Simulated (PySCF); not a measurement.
**Stationary points of TiOF2**

Computed with B3LYP in PySCF with Ti def2-SVP, O def2-SVP, F def2-SVP; no relativity; density-fitted integrals.

Relaxations began from a few typed shapes. The search is not exhaustive: other isomers or separated fragments can lie lower, and high-lying points may rest on an excited occupation.

**Question.** Which is the lowest minimum found?
A. singlet C2v: Ti–F 1.781 Å (×2), Ti–O 1.594 Å; F–Ti–F 128.3°, F–Ti–O 115.8° (×2)
B. singlet Cs: Ti–F 1.779 Å (×2), Ti–O 1.594 Å; F–Ti–F 125.9°, F–Ti–O 114.7° (×2)

**Answer.** B. The others lie at 0.4 (singlet C2v, a saddle point) kJ/mol above it.

Formally Ti is in oxidation state +4, d0. The polar-tensor charge on Ti, 2.19, is far below the formal one.

For the lowest minimum: stability towards spin polarisation was not tested.
